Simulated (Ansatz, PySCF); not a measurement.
This PySCF input computes a PBE0/def2-TZVPD energy:

```python
from pyscf import gto, scf, dft

mol = gto.M(
    atom='''
    Sn   -0.27387918   -0.24612340   -0.04315093
    O    -1.62303541   -1.45855191   -0.25571673
    Cl   -0.20608848    1.96140531   -0.75361516
    Cl    1.77539685   -0.55113557    1.00086695
    ''',
    basis='def2-tzvpd',
    ecp='def2-tzvp',
    charge=0,
    spin=0,
    verbose=4,
)

mf = dft.RKS(mol, xc='pbe0').density_fit(auxbasis='def2-universal-jkfit')
mf.grids.level = 3
mf.conv_tol = 1e-9
mf.max_cycle = 100
mf.max_memory = 1500
mf.kernel()
if not mf.converged:
    mf = mf.newton()
    mf.kernel(mf.make_rdm1())
mf.analyze()
```

Q: Write an input for the same energy in Ansatz (a program for electronic structure) and say what it gives.

A: 
Ansatz 0.2 input:
```yaml
crystal:
  periodic: [false, false, false]
  atoms:
    - {symbol: Sn, position_ang: [-0.27387918, -0.24612340, -0.04315093]}
    - {symbol: O, position_ang: [-1.62303541, -1.45855191, -0.25571673]}
    - {symbol: Cl, position_ang: [-0.20608848, 1.96140531, -0.75361516]}
    - {symbol: Cl, position_ang: [1.77539685, -0.55113557, 1.00086695]}
basis:
  gaussian:
    orbitals: def2-TZVPD
hamiltonian:
  xc: {name: PBE0}
output: {forces: true}
```
It gives -1209.65113 Eh, and PySCF -1209.65115 Eh, a difference of 0.02 mEh, from the treatment of integrals and grids.
